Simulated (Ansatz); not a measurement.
The cluster Na₈P⁻, relaxed as a singlet with RKS PBE0-D4/def2-SVPD in Ansatz, starting from the GFN2-xTB geometry. Force threshold 0.02 eV/Å.

The restricted singlet is unstable towards broken spin symmetry in Hartree–Fock (as tested in another run); at PBE0-D4/def2-SVPD this wasn't settled. Another isomer (singlet) lies 0.12 eV lower at PBE0-D4/def2-TZVPD; other spin states weren't run for this one.

Start:

| atom | x (Å) | y (Å) | z (Å) |
| --- | --- | --- | --- |
| P1 | 0.637 | 0.163 | -1.070 |
| Na2 | 2.906 | 0.303 | -0.433 |
| Na3 | -2.857 | 0.534 | 1.635 |
| Na4 | -1.607 | -0.948 | -1.438 |
| Na5 | -1.011 | -1.149 | 3.041 |
| Na6 | -0.155 | 0.792 | -3.240 |
| Na7 | 3.524 | -1.603 | 1.716 |
| Na8 | -3.092 | 1.334 | -2.710 |
| Na9 | 1.656 | 0.575 | 2.499 |

**Question.** Estimate the energy that the relaxation releases and the steps that it takes.

**Answer.** 59.7 kcal/mol, in 42 steps; 4 min on 4 threads of Arm Neoverse V1 on a shared host. The force fell under the threshold at step 25, but the optimiser went on and released 0.129 eV more. No frequencies were taken in this run, so the end may be a saddle point.

**Question.** Does the start keep its bonding?

**Answer.** Bonds lost: Na4–Na8, Na5–Na9 (atoms count from 1). Bonds formed: P1–Na3, P1–Na9 (atoms count from 1). Metal–metal contacts that move far: Na3–Na6 5.58 to 3.50 Å, Na4–Na9 5.34 to 3.58 Å, Na3–Na5 2.87 to 4.13 Å, Na7–Na9 2.97 to 3.94 Å, Na3–Na9 4.59 to 3.65 Å.

**Question.** Predict the relaxed structure.

**Answer.** 
```xyz
9

P     0.665    0.667   -0.589
Na    3.202   -0.087   -0.727
Na   -1.576    1.659    0.533
Na   -1.062   -1.395   -0.708
Na   -2.726   -1.304    3.169
Na   -0.570    1.425   -2.808
Na    4.898   -1.601    1.926
Na   -4.001    0.974   -2.674
Na    1.171   -0.338    1.880
```
Bond lengths (bridged metal pairs left out): 5 × Na–P 2.65 to 2.71 Å; 3 × Na–Na 3.46 to 3.94 Å.
